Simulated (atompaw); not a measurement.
**u(r) = r·R(r): atom against pseudo-atom (Pm (Z = 61))**

Columns: radius, all-electron u(r) and pseudo u(r) of the 6p shell (level -1.20 eV) of promethium in the configuration [Kr] 4d10 4f5 5s2 5p6 5d0 6s2 6p0; PBEsol, scalar-relativistic, PAW (atompaw) scheme, atompaw 4.2.0.5.

| r (bohr) | all-electron | pseudo |
| --- | --- | --- |
| 0.110 | -0.0135 | -0.0018 |
| 0.219 | -0.0624 | -0.0071 |
| 0.329 | 0.0312 | -0.0157 |
| 0.438 | 0.0988 | -0.0268 |
| 0.548 | 0.0970 | -0.0400 |
| 0.658 | 0.0480 | -0.0543 |
| 0.767 | -0.0172 | -0.0687 |
| 0.877 | -0.0799 | -0.0825 |
| 0.987 | -0.1296 | -0.0945 |
| 1.096 | -0.1627 | -0.1037 |
| 1.206 | -0.1803 | -0.1096 |
| 1.315 | -0.1837 | -0.1113 |
| 1.425 | -0.1755 | -0.1083 |
| 1.535 | -0.1581 | -0.1004 |
| 1.644 | -0.1341 | -0.0877 |
| 1.754 | -0.1050 | -0.0701 |
| 1.863 | -0.0731 | -0.0484 |
| 1.973 | -0.0388 | -0.0228 |
| 2.083 | -0.0037 | 0.0059 |
| 2.192 | 0.0312 | 0.0363 |
| 2.302 | 0.0658 | 0.0682 |
| 2.412 | 0.0996 | 0.1005 |
| 2.521 | 0.1318 | 0.1320 |
| 2.631 | 0.1629 | 0.1629 |
| 2.740 | 0.1921 | 0.1921 |
| 2.850 | 0.2199 | 0.2199 |

(1) How many radial nodes do the two functions have?

(2) Is the pseudo-wave norm-conserving?

Answers

(1) The all-electron 6p function has n − l − 1 = 4 (the table is too coarse to show those close to the nucleus); the pseudo-wave has 1, since 1 lower shell of the same l stays in the valence.

(2) No, it belongs to a PAW set: the norm inside the radius is not constrained, and the difference is carried by the augmentation charge.
